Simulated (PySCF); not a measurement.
ClTl (SMILES [Cl][Tl]), singlet, geometry from GFN2-xTB (such geometries of metal compounds can be far from the true shape) (core potentials on Tl). Base run: CAMB3LYP/def2-SVP (PySCF).

The PySCF input:
```python
from pyscf import gto, scf, dft

mol = gto.Mole()
mol.atom = '''
    Tl   -0.000000   -0.000000   -0.449804
    Cl    0.000000    0.000000    2.143186
'''
mol.basis = 'def2-svp'
mol.ecp = {'Tl': 'def2-svp'}
mol.charge = 0
mol.spin = 0
mol.verbose = 4
mol.build()

mf = dft.RKS(mol)
mf.xc = 'camb3lyp'
mf.kernel()
```

Variants of this job, named by their change:

```csv
change,ΔE vs base (mEh),dipole (D),outcome
base,0.000,4.61,converged
auxbasis = even-tempered beta=2.0,-0.214,4.61,converged
auxbasis = even-tempered beta=1.6,0.017,4.61,converged
auxbasis = cc-pvdz-jkfit,-,-,input refused
auxbasis = def2-universal-jfit,755.6,4.48,converged
auxbasis = cc-pvtz-ri,-,-,input refused
auxbasis = cc-pvqz-jkfit,-,-,input refused
auxbasis = cc-pvtz-jkfit,-,-,input refused
auxbasis = def2-svp-ri,-,-,input refused
auxbasis = default (with mf = mf.density_fit()),0.000,4.61,converged
```

A fitting set is made for a task (jfit for Coulomb, jkfit for Coulomb and exchange, ri for correlation) and for a family of orbital bases.

- auxbasis = cc-pvdz-jkfit: ended with `pyscf.lib.exceptions.BasisNotFoundError: Basis set not found for Tl in cc-pvdz-jkfit`
- auxbasis = cc-pvtz-ri: ended with `pyscf.lib.exceptions.BasisNotFoundError: Basis set not found for Tl in cc-pvtz-ri`
- auxbasis = cc-pvqz-jkfit: ended with `pyscf.lib.exceptions.BasisNotFoundError: Basis set not found for Tl in cc-pvqz-jkfit`
